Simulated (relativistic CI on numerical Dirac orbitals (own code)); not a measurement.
## Calculated levels, Pt LXXVI

These numbers are calculated, not measured: Dirac-Coulomb-Breit CI, KLI orbitals optimised for each configuration, model QED, unscaled Slater integrals (own radial code, finite nucleus).

Configuration list (outside the closed core 1s2): 2s, 2p, 3s, 3p, 3d, 4s, 4p, 4d, 4f, 5s, 5p, 5d, 5f, 5g. Levels of other configurations are missing.

The lowest level is 2s ²S1/2, with 100 % of that term; Hund's rules for 2s give ²S with J = 1/2, in agreement.

```csv
No.,Configuration,Term,J,E (eV),%,Landé g
1,2s,²S,1/2,0.0,100,1.944
2,2p,²P°,1/2,212.6,100,0.608
3,2p,²P°,3/2,2126.0,100,1.292
4,3s,²S,1/2,12598.2,100,1.977
5,3p,²P°,1/2,12655.1,100,0.641
6,3p,²P°,3/2,13226.0,100,1.315
7,3d,²D,3/2,13238.2,100,0.781
8,3d,²D,5/2,13396.1,100,1.183
9,4s,²S,1/2,16902.0,100,1.988
10,4p,²P°,1/2,16924.9,100,0.652
11,4p,²P°,3/2,17163.9,100,1.324
12,4d,²D,3/2,17169.1,100,0.789
13,4d,²D,5/2,17236.2,100,1.190
14,4f,²F°,5/2,17236.3,100,0.847
15,4f,²F°,7/2,17268.6,100,1.133
16,5s,²S,1/2,18854.6,100,1.993
17,5p,²P°,1/2,18866.0,100,0.657
18,5p,²P°,3/2,18987.4,100,1.327
19,5d,²D,3/2,18990.1,100,0.793
20,5d,²D,5/2,19024.4,100,1.194
21,5f,²F°,5/2,19024.5,100,0.850
22,5g,²G,7/2,19041.1,100,0.882
23,5f,²F°,7/2,19041.1,100,1.137
24,5g,²G,9/2,19050.9,100,1.105
```

Energies count from the lowest computed level; ° marks odd parity.

The mean weight of the leading LS term, summed over parents, in these 24 levels is 100 %, and that of the leading jj configuration (from the same eigenvectors) 100 %.

At this charge energies of transitions that change n are usually good to better than 1 %, and those within a shell (Δn = 0) to a few per cent.
